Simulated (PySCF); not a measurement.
A geometry optimisation, step by step.

Compound: C5H12GeO2.
Atom-mapped SMILES: `[CH2:1]=[CH:2][CH2:3][O:4][Ge@@H:5]([CH3:6])[O:7][CH3:8]` (hydrogens: H9, H10 on C1; H11 on C2; H12, H13 on C3; H14 on Ge5; H15, H16, H17 on C6; H18, H19, H20 on C8)

Method: PBE0-D3(BJ)/def2-SVP geometry optimisation, gas phase in PySCF; density fitting, grid level 1; the optimiser is geomeTRIC in internal coordinates, started from a GFN2-xTB structure with every atom displaced at random (about 0.01 Å). 7 of its 10 geometries are shown. The frame can shift and turn from step to step; on so coarse a grid that alone can change the energy by a few meV, and forces under 0.02 eV/Å are noise.

Step 0: E = -65961.1641 eV, largest atomic force 2.501 eV/Å
```
atom  x, y, z in Å  |  force x, y, z in eV/Å
C1      3.212    1.479    0.375   -1.525   1.643   1.108
C2      2.083    0.790    0.515   -0.017  -0.442  -0.171
C3      1.888   -0.616    0.041    0.451   0.326   0.609
O4      0.844   -0.781   -0.834   -1.354  -0.165  -0.775
Ge5    -0.815   -0.162   -0.731   -0.101  -0.282   0.042
C6     -1.831   -1.303   -1.959    0.471   0.619   0.563
O7     -1.257   -0.342    0.993   -0.149  -0.004   0.004
C8     -2.347    0.275    1.630   -0.194  -0.977  -0.402
H9      3.269    2.518    0.761    0.091  -0.489  -0.163
H10     4.063    1.100   -0.105    1.458  -0.770  -0.849
H11     1.204    1.205    1.013   -0.029   0.278   0.151
H12     1.771   -1.258    0.934   -0.013  -0.150   0.035
H13     2.764   -0.944   -0.511    0.703  -0.220   0.015
H14    -0.873    1.352   -0.998   -0.038   0.112  -0.143
H15    -1.243   -1.494   -2.851    0.301   0.034  -0.411
H16    -2.773   -0.839   -2.233   -0.419   0.211  -0.134
H17    -2.024   -2.254   -1.483   -0.140  -0.550   0.365
H18    -2.639    1.230    1.181    0.011   0.399  -0.129
H19    -2.085    0.440    2.678    0.035   0.136   0.289
H20    -3.261   -0.381    1.615    0.457   0.292  -0.004
```

Step 2: E = -65961.3253 eV, largest atomic force 0.195 eV/Å
```
atom  x, y, z in Å  |  force x, y, z in eV/Å
C1      3.135    1.471    0.383   -0.020   0.091   0.022
C2      2.024    0.744    0.505    0.104  -0.057  -0.037
C3      1.881   -0.656   -0.003   -0.179  -0.043  -0.064
O4      0.829   -0.834   -0.927    0.076  -0.002   0.012
Ge5    -0.803   -0.182   -0.742   -0.043  -0.009   0.000
C6     -1.913   -1.276   -1.883    0.024  -0.047  -0.014
O7     -1.175   -0.392    0.991    0.034   0.021  -0.013
C8     -2.208    0.316    1.607   -0.049   0.015  -0.002
H9      3.199    2.479    0.802    0.047   0.012  -0.018
H10     4.022    1.084   -0.132   -0.063   0.014   0.030
H11     1.153    1.157    1.032    0.027  -0.022   0.009
H12     1.732   -1.333    0.860    0.000  -0.005   0.017
H13     2.810   -0.966   -0.510    0.017   0.005   0.029
H14    -0.866    1.336   -1.029   -0.002  -0.001   0.000
H15    -1.379   -1.471   -2.824   -0.012   0.016  -0.002
H16    -2.872   -0.788   -2.109    0.000   0.015   0.017
H17    -2.106   -2.237   -1.386    0.005   0.010   0.007
H18    -2.349    1.333    1.188    0.020   0.001   0.012
H19    -1.982    0.433    2.680    0.005  -0.015   0.000
H20    -3.179   -0.210    1.527    0.008  -0.001  -0.005
```

Step 3: E = -65961.3267 eV, largest atomic force 0.195 eV/Å
```
atom  x, y, z in Å  |  force x, y, z in eV/Å
C1      3.105    1.491    0.397   -0.159  -0.039   0.034
C2      2.019    0.724    0.508   -0.013   0.084   0.076
C3      1.876   -0.674   -0.013    0.093   0.018   0.027
O4      0.835   -0.844   -0.944   -0.142   0.061  -0.058
Ge5    -0.799   -0.186   -0.758    0.007  -0.075   0.056
C6     -1.917   -1.289   -1.886    0.050   0.036   0.029
O7     -1.162   -0.384    0.982    0.021   0.012  -0.050
C8     -2.180    0.337    1.609    0.047   0.004  -0.064
H9      3.152    2.496    0.830   -0.035  -0.058  -0.021
H10     3.995    1.137   -0.125    0.162  -0.058  -0.092
H11     1.145    1.109    1.046   -0.044   0.014   0.039
H12     1.721   -1.358    0.845    0.014   0.040   0.003
H13     2.807   -0.982   -0.514    0.059  -0.019   0.006
H14    -0.865    1.330   -1.050    0.008   0.013  -0.017
H15    -1.397   -1.484   -2.834    0.007   0.004  -0.013
H16    -2.876   -0.797   -2.097   -0.035   0.008   0.004
H17    -2.104   -2.246   -1.381   -0.004  -0.030   0.011
H18    -2.287    1.368    1.214   -0.018  -0.010   0.006
H19    -1.956    0.424    2.684    0.017  -0.017   0.041
H20    -3.162   -0.164    1.516   -0.034   0.011  -0.018
```

Step 4: E = -65961.3302 eV, largest atomic force 0.091 eV/Å
```
atom  x, y, z in Å  |  force x, y, z in eV/Å
C1      3.107    1.483    0.387   -0.072   0.019   0.016
C2      2.013    0.732    0.517    0.028   0.022   0.005
C3      1.873   -0.664   -0.007    0.023  -0.003   0.042
O4      0.834   -0.835   -0.941   -0.052   0.028  -0.034
Ge5    -0.802   -0.184   -0.757    0.009  -0.038   0.019
C6     -1.914   -1.290   -1.885    0.012   0.020   0.010
O7     -1.164   -0.388    0.979    0.006   0.018  -0.008
C8     -2.182    0.332    1.608    0.031  -0.010  -0.013
H9      3.173    2.490    0.811   -0.022  -0.015   0.005
H10     3.986    1.113   -0.146    0.073  -0.028  -0.046
H11     1.145    1.122    1.064   -0.005   0.002   0.015
H12     1.720   -1.347    0.851   -0.011   0.006  -0.009
H13     2.809   -0.969   -0.505    0.016  -0.007   0.007
H14    -0.873    1.332   -1.047    0.006   0.004  -0.012
H15    -1.394   -1.479   -2.835   -0.002   0.003  -0.008
H16    -2.876   -0.802   -2.093   -0.016  -0.005   0.003
H17    -2.094   -2.250   -1.382    0.001  -0.013   0.000
H18    -2.280    1.368    1.225   -0.005  -0.003   0.002
H19    -1.963    0.401    2.686   -0.003  -0.011   0.014
H20    -3.168   -0.159    1.500   -0.018   0.011  -0.011
```

Step 6: E = -65961.3341 eV, largest atomic force 0.076 eV/Å
```
atom  x, y, z in Å  |  force x, y, z in eV/Å
C1      3.085    1.492    0.352    0.058   0.024  -0.022
C2      2.006    0.733    0.535   -0.005  -0.055  -0.041
C3      1.863   -0.663    0.009    0.035  -0.004   0.064
O4      0.838   -0.824   -0.943    0.009  -0.009  -0.034
Ge5    -0.802   -0.188   -0.761   -0.003   0.003  -0.022
C6     -1.910   -1.299   -1.887   -0.029   0.016   0.008
O7     -1.164   -0.405    0.971   -0.011   0.012   0.043
C8     -2.160    0.335    1.613   -0.001  -0.020   0.009
H9      3.156    2.499    0.771    0.013   0.025   0.003
H10     3.947    1.128   -0.222   -0.059   0.025   0.041
H11     1.156    1.115    1.116    0.025  -0.003  -0.010
H12     1.691   -1.344    0.866   -0.021  -0.010  -0.010
H13     2.807   -0.974   -0.470   -0.036   0.005  -0.006
H14    -0.880    1.329   -1.051    0.004  -0.007  -0.003
H15    -1.408   -1.463   -2.851   -0.003   0.001   0.000
H16    -2.887   -0.828   -2.066    0.010  -0.016   0.003
H17    -2.062   -2.269   -1.393    0.011   0.002  -0.015
H18    -2.160    1.404    1.320    0.008   0.009   0.006
H19    -1.993    0.292    2.702   -0.009   0.000  -0.018
H20    -3.174   -0.063    1.416    0.005   0.002   0.004
```

Step 8: E = -65961.3360 eV, largest atomic force under 0.02 eV/Å
```
atom  x, y, z in Å  |  force x, y, z in eV/Å
C1      3.079    1.504    0.316    0.016  -0.009  -0.004
C2      2.010    0.736    0.530   -0.005  -0.003  -0.003
C3      1.855   -0.666    0.026    0.012   0.001   0.013
O4      0.840   -0.822   -0.940   -0.004  -0.004  -0.013
Ge5    -0.803   -0.193   -0.757   -0.008  -0.002   0.004
C6     -1.910   -1.298   -1.889   -0.007  -0.001   0.001
O7     -1.169   -0.425    0.974    0.006   0.002   0.004
C8     -2.147    0.330    1.625   -0.009   0.003  -0.005
H9      3.149    2.519    0.716   -0.002   0.000   0.000
H10     3.932    1.139   -0.267   -0.010   0.005   0.008
H11     1.171    1.125    1.121   -0.002   0.003  -0.004
H12     1.658   -1.333    0.886    0.001   0.004   0.002
H13     2.798   -0.999   -0.440   -0.005   0.000  -0.005
H14    -0.883    1.325   -1.038    0.002   0.000   0.001
H15    -1.423   -1.432   -2.865   -0.001   0.006  -0.002
H16    -2.899   -0.844   -2.041    0.000  -0.002   0.004
H17    -2.034   -2.283   -1.416    0.008  -0.001  -0.005
H18    -2.067    1.414    1.412    0.002   0.000   0.003
H19    -2.034    0.198    2.714    0.002   0.000   0.000
H20    -3.175    0.014    1.360    0.002  -0.003   0.002
```

Step 9: E = -65961.3362 eV, largest atomic force 0.021 eV/Å
```
atom  x, y, z in Å  |  force x, y, z in eV/Å
C1      3.089    1.502    0.304   -0.012  -0.007   0.012
C2      2.015    0.743    0.520    0.004   0.016   0.003
C3      1.852   -0.663    0.029   -0.014  -0.003  -0.011
O4      0.838   -0.819   -0.939    0.002   0.004   0.004
Ge5    -0.806   -0.193   -0.752   -0.008  -0.008   0.010
C6     -1.911   -1.295   -1.889    0.006  -0.004  -0.004
O7     -1.171   -0.432    0.979    0.009   0.003  -0.009
C8     -2.149    0.322    1.632   -0.004   0.006  -0.002
H9      3.162    2.522    0.694   -0.005  -0.007   0.001
H10     3.943    1.127   -0.269    0.016  -0.006  -0.013
H11     1.175    1.144    1.103   -0.008   0.003  -0.002
H12     1.646   -1.321    0.895    0.008   0.004   0.005
H13     2.793   -1.007   -0.431    0.007  -0.003  -0.002
H14    -0.888    1.326   -1.027    0.002   0.002  -0.001
H15    -1.428   -1.415   -2.869   -0.003   0.008  -0.003
H16    -2.905   -0.848   -2.031   -0.005   0.002   0.005
H17    -2.024   -2.286   -1.426    0.004  -0.002   0.000
H18    -2.060    1.409    1.431   -0.001  -0.003   0.000
H19    -2.043    0.178    2.719    0.003  -0.002   0.005
H20    -3.177    0.016    1.357   -0.001  -0.001  -0.001
```

**Question.** Summarise the path.

**Answer.** The energy falls by 0.1721 eV from step 0 to step 9; nine tenths of that is first reached at step 2. It falls at every step. The largest force goes from 2.501 to 0.021 eV/Å. Among the bonds C1–H10 changes most, from 1.048 to 1.095 Å; the atoms move by 0.216 Å rms after alignment.

**Question.** Follow the three bonds and two angles with the largest change from start to end.

**Answer.** 
```
step  E above end (eV)  largest force (eV/Å)  C1–H10 (Å)  C3–O4 (Å)  Ge5–C6 (Å)  C3–O4–Ge5 (°)  Ge5–O7–C8 (°)
   0            0.1721                 2.501       1.048      1.373       1.961          129.2          125.8
   1            0.0186                 0.506       1.105      1.419       1.928          125.3          121.2
   2            0.0110                 0.195       1.097      1.412       1.932          125.0          121.5
   3            0.0095                 0.195       1.090      1.406       1.933          124.6          121.8
   4            0.0060                 0.091       1.093      1.408       1.931          124.6          121.8
   5            0.0042                 0.056       1.096      1.408       1.931          124.6          121.7
   6            0.0022                 0.076       1.097      1.408       1.931          124.4          121.8
   7            0.0007                 0.064       1.097      1.409       1.930          124.1          121.8
   8            0.0002            under 0.02       1.096      1.410       1.930          124.0          121.7
   9            0.0000                 0.021       1.095      1.411       1.930          123.8          121.6
```

The cost below is that of the whole optimisation. The run took 7.3 min wall on an Intel Xeon at 2.50 GHz with one thread, on a shared host, and the process peaked at 0.93 GiB of memory.
